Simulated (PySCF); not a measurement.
## What the low excited states add to the polarisability

Species: C₃H₆F₃O₂P.
Geometry (GFN2-xTB, Å), atoms numbered from 1 in this order:
```
atom  x, y, z in Å
C1    -2.1198   -0.5619   -0.2330
P2    -0.5551    0.3222   -0.5260
O3    -0.1200    0.4936   -1.9098
O4    -0.7903    1.7077    0.2441
C5     0.6590   -0.5827    0.5600
C6     2.0195   -0.0320    0.2416
F7     2.5248   -0.5171   -0.8896
F8     1.9918    1.3069    0.1191
F9     2.9246   -0.2948    1.2037
H10   -2.3881   -0.5308    0.8175
H11   -2.0204   -1.5898   -0.5689
H12   -2.8876   -0.0693   -0.8234
H13   -0.3278    2.4147   -0.2131
H14    0.6487   -1.6495    0.3442
H15    0.4364   -0.4093    1.6116
```

Theory: TDDFT wB97X-D/def2-SVPD, vertical, gas phase, core orbitals frozen in the response in PySCF.

Excitation energies and transition dipoles (atomic units, axes of the coordinates) of those of the lowest 8 singlets that add 0.02 au or more to the mean polarisability:

```tsv
state	ΔE (hartree)	μx	μy	μz
S1	0.2956	-0.445	-0.011	-0.186
S2	0.3087	-0.151	0.107	-0.025
S3	0.3097	0.043	0.513	0.075
S4	0.3269	0.249	0.027	0.057
S5	0.3311	-0.216	-0.028	0.128
S6	0.3365	0.427	0.090	0.059
S7	0.3419	0.419	-0.137	0.184
S8	0.3496	-0.185	0.056	0.032
```

What does each state add to αxx, αyy and αzz, and how do the sums compare with the full static tensor?

Each state adds 2 μα² / ΔE.

```json
{"state": "S1", "αxx (au)": "1.34", "αyy (au)": "0.00", "αzz (au)": "0.23"}
{"state": "S2", "αxx (au)": "0.15", "αyy (au)": "0.07", "αzz (au)": "0.00"}
{"state": "S3", "αxx (au)": "0.01", "αyy (au)": "1.70", "αzz (au)": "0.04"}
{"state": "S4", "αxx (au)": "0.38", "αyy (au)": "0.00", "αzz (au)": "0.02"}
{"state": "S5", "αxx (au)": "0.28", "αyy (au)": "0.00", "αzz (au)": "0.10"}
{"state": "S6", "αxx (au)": "1.08", "αyy (au)": "0.05", "αzz (au)": "0.02"}
{"state": "S7", "αxx (au)": "1.02", "αyy (au)": "0.11", "αzz (au)": "0.20"}
{"state": "S8", "αxx (au)": "0.20", "αyy (au)": "0.02", "αzz (au)": "0.01"}
{"state": "all 8 states", "αxx (au)": "4.5", "αyy (au)": "2.0", "αzz (au)": "0.6"}
{"state": "full response", "αxx (au)": "74.1", "αyy (au)": "63.8", "αzz (au)": "63.7"}
{"state": "share (%)", "αxx (au)": "6", "αyy (au)": "3", "αzz (au)": "1"}
```

The rest comes from the higher roots of the same response equations.

Give the full tensor and its principal values.

In au, rows and columns x, y, z:
```
x   74.1  0.9  2.0
y    0.9 63.8 -2.0
z    2.0 -2.0 63.7
```
Principal values 61.4, 65.7 and 74.5 au; mean 67.2 au (9.96 Å³).

By how much does the contribution of these states grow at 589.3 nm?

With ω = 0.0773 hartree each state's term in the mean polarisability goes from f / ΔE² to f / (ΔE² − ω²), f = (2/3) ΔE |μ|²; the sum over all 8 states goes from 2.35 to 2.49 au, a rise of 0.15 au.

A one-level model with all 56 active electrons at a single energy would need ΔE = √(N/α) = 24.8 eV to give this α, against S1 at 8.04 eV.

One conformer stands for the species.
